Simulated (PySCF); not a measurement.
**Excitation energies in several basis sets**

Compound: C₃H₉NSi.
InChI=1S/C3H9NSi/c1-3(2)4-5/h1-2,5H3

TDDFT with PBE0 (PySCF), vertical singlets, core orbitals frozen in the response, spherical d and f functions. Geometry: PBE0-D3(BJ)/def2-SVP; no solvent, vibrations or thermal averaging.

| basis | functions | diffuse | S1 (eV) | S2 (eV) | S3 (eV) | S4 (eV) | S5 (eV) | LUMO (eV) | α (au) |
| --- | --- | --- | --- | --- | --- | --- | --- | --- | --- |
| 6-31G* | 92 | no | 4.35 | 6.46 | 7.49 | 7.79 | 7.94 | -0.19 | 62.2 |
| 6-31+G* | 112 | yes | 4.34 | 5.78 | 6.39 | 6.69 | 6.90 | -0.45 | 69.9 |
| def2-SVP | 119 | no | 4.29 | 6.59 | 7.38 | 7.58 | 7.71 | -0.36 | 66.4 |
| def2-SVPD | 176 | yes | 4.29 | 6.01 | 6.77 | 7.01 | 7.07 | -0.53 | 75.8 |
| aug-cc-pVDZ | 200 | yes | 4.30 | 5.55 | 6.18 | 6.36 | 6.48 | -0.52 | 77.6 |
| def2-TZVP | 215 | no | 4.29 | 6.17 | 7.08 | 7.19 | 7.24 | -0.48 | 73.3 |
| def2-TZVPD | 272 | yes | 4.28 | 5.77 | 6.44 | 6.70 | 6.85 | -0.55 | 76.9 |

Q: Compare the sets with the largest diffuse one.

A: States are compared by their number. Against the largest diffuse basis here (def2-TZVPD, itself not a converged limit), sets without diffuse functions differ by up to 0.08 eV in S1 and 1.10 eV in S5; the smaller diffuse sets differ by up to 0.06 and 0.37 eV. State by state, the largest deviation of a set without diffuse functions is S1 0.08, S2 0.82, S3 1.06, S4 1.09, S5 1.10 eV. The same number needn't mean the same state in each row. Against def2-TZVPD the polarisability deviates by -19% in 6-31G*, -9% in 6-31+G*, -14% in def2-SVP, -2% in def2-SVPD, +1% in aug-cc-pVDZ, -5% in def2-TZVP. A single + in a Pople set puts diffuse functions on heavy atoms only.
